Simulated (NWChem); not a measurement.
System: C$_{3}$H$_{3}$F$_{3}$; SMILES C=C(F)C(F)F

Here is an NWChem input.

```
start job
memory heap 200 mb stack 900 mb global 1100 mb
geometry units angstroms noautoz
  C     -1.346696    -1.108096    -0.223301
  C     -0.080050    -0.721510    -0.174257
  F      0.937125    -1.551479    -0.394835
  C      0.415401     0.660754     0.140759
  F     -0.618893     1.474212     0.417724
  F      1.082899     1.159382    -0.920876
  H     -2.135783    -0.382937    -0.028646
  H     -1.603987    -2.142097    -0.457742
  H      1.107494     0.650935     1.002928
end
basis spherical
  C library def2-svp
  F library def2-svp
  H library def2-svp
end
dft
  xc xwpbe 1.00 cpbe96 1.0 hfexch 1.00
  cam 0.3 cam_alpha 0.0 cam_beta 1.0
  iterations 150
  vectors input atomic output neutral.movecs
end
task dft energy
charge 1
dft
  odft
  mult 2
  vectors input atomic output cation.movecs
end
task dft energy
```

The geometry was optimised at PBE0/def2-SVP.

Ions are spin-unrestricted doublets at the neutral geometry; other ion states weren't tried. Functional: LC-ωPBE (HJS hole) with def2-SVP; the question gives the range parameter ω in 1/bohr.

### Question
Give the results of this calculation. (LC-wPBE (HJS exchange hole, range parameter 0.3 per bohr)/def2-SVP, vertical spin-unrestricted ions.) Quantities: vertical ionisation energy, ΔSCF (eV); −ε(HOMO) (eV).

### Answer
```json
{
  "vertical ionisation energy, ΔSCF (eV)": "10.62",
  "−ε(HOMO) (eV)": "10.23"
}
```
